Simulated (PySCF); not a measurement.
F₂GaH₃OSi, SMILES [F][Ga]([F])[O][SiH3]. Atoms are numbered in the order given.

```xyz
8

Ga    -0.0142     0.7301     0.0000
F     -1.1283     2.0625     0.0000
F      1.6884     1.0975     0.0000
O     -0.6026    -0.9219     0.0000
Si    -0.0160    -2.4876     0.0000
H      0.8146    -2.7319    -1.2143
H     -1.1845    -3.4072     0.0000
H      0.8146    -2.7319     1.2143
```
Charge 0, spin multiplicity 1.

Geometry: B3LYP-D3(BJ)/def2-SVP. The structure was generated by enumeration; whether it is a known compound was not checked. The values are those of a single conformer.

Two levels are set side by side: PBE/pcSseg-1 (PySCF) and HF/pcSseg-1 (PySCF). GIAO shifts against CFCl3 (¹⁹F), H2O (¹⁷O), TMS (²⁹Si), TMS (¹H) at the same level; non-relativistic, no solvent, atoms listed together averaged. Differences are taken from unrounded values.

| quantity | PBE |
|---|---|
| δ(¹⁷O) of O4 (ppm) | 44.5 |
| δ(²⁹Si) of Si5 (ppm) | -22.4 |
| δ(¹H) of H6, H7, H8 (ppm) | 5.69 |

**Question.** These are the PBE values. What does HF give? (The exact figures need the calculation; the answer reports its results.)

**Answer.** 
```json
[
 {"quantity": "δ(¹⁷O) of O4 (ppm)", "HF": "-15.2", "PBE minus HF": "59.6"},
 {"quantity": "δ(²⁹Si) of Si5 (ppm)", "HF": "-34.6", "PBE minus HF": "12.2"},
 {"quantity": "δ(¹H) of H6, H7, H8 (ppm)", "HF": "4.89", "PBE minus HF": "0.80"}
]
```

Rough cost on one machine, each run with all the roots and properties that it gave: HF against PBE within a factor of 2.
